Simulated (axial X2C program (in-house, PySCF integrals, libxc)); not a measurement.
SiSe: cheaper levels and CCSD(T), two-component

All values were computed with an in-house relativistic program for diatomic molecules. Two-component (2c) means X2C with spin–orbit coupling and atomic mean-field two-electron Coulomb and Gaunt terms. Basis: Se dyall-cv3z [8s9p6d4f1g], Si dyall-v3z [8s7p2d1f] (cores contracted in-house); Gaussian nuclei, density fitting, unrestricted open shells. Masses: Se 79.917 u, Si 27.977 u.

State: Ω = 0 (closed shell); fragments Se + Si.

```json
{"level": "PBE0", "Re (Å)": "2.063", "ωe (cm⁻¹)": "589.1", "De (eV)": "5.38"}
{"level": "HF", "Re (Å)": "2.044", "ωe (cm⁻¹)": "628.4", "De (eV)": "n/a"}
{"level": "MP2", "Re (Å)": "2.076", "ωe (cm⁻¹)": "580.7", "De (eV)": "5.35"}
{"level": "CCSD", "Re (Å)": "2.068", "ωe (cm⁻¹)": "593.8", "De (eV)": "4.91"}
{"level": "LDA", "Re (Å)": "2.067", "ωe (cm⁻¹)": "569.2", "De (eV)": "6.46"}
```

Correlated methods: 10 electrons correlated (number of frozen shells: Se 3 s, 2 p, 1 d; Si 2 s, 1 p), 184 virtual spin orbitals or spinors in MP2, 90 natural virtuals in coupled cluster.

CCSD(T), same Hamiltonian and basis:

Re = 2.082 Å, ωe = 570.8 cm⁻¹, De = 5.19 eV; T1 = 0.025 (Lee–Taylor normalisation).

Question: Give the differences from CCSD(T) in the columns below.

Answer: 

```json
{"level": "PBE0", "ΔRe (Å)": "-0.019", "Δωe (cm⁻¹)": "18", "ΔDe (eV)": "0.19"}
{"level": "HF", "ΔRe (Å)": "-0.038", "Δωe (cm⁻¹)": "58", "ΔDe (eV)": "n/a"}
{"level": "MP2", "ΔRe (Å)": "-0.006", "Δωe (cm⁻¹)": "10", "ΔDe (eV)": "0.16"}
{"level": "CCSD", "ΔRe (Å)": "-0.014", "Δωe (cm⁻¹)": "23", "ΔDe (eV)": "-0.28"}
{"level": "LDA", "ΔRe (Å)": "-0.015", "Δωe (cm⁻¹)": "-2", "ΔDe (eV)": "1.27"}
```

One determinant describes the state; a PBE0 search over occupations chose it and may have missed a lower one. The closed shell is kept restricted, so the energy runs too high when the bond is stretched far. Dissociation energies refer to the lowest single-determinant-based atoms at the same level and basis. De is not given where an atomic determinant may have missed its ground term or J level, or where the truncated virtual space spoils (T). Coupled cluster ran in a truncated set of natural virtual spinors; the MP2 energy of the rest was added. (T) has no such correction and the atoms are truncated less, which lowers De at CCSD(T) by a hundredth of an eV or more. The 2c atoms are single determinants rather than J levels; their spin–orbit lowering is only partly caught, and De is too large by that part. This holds for PBE0, MP2, CCSD, LDA, CCSD(T). Without a current term, density functionals place determinants with orbital angular momentum somewhat too high.
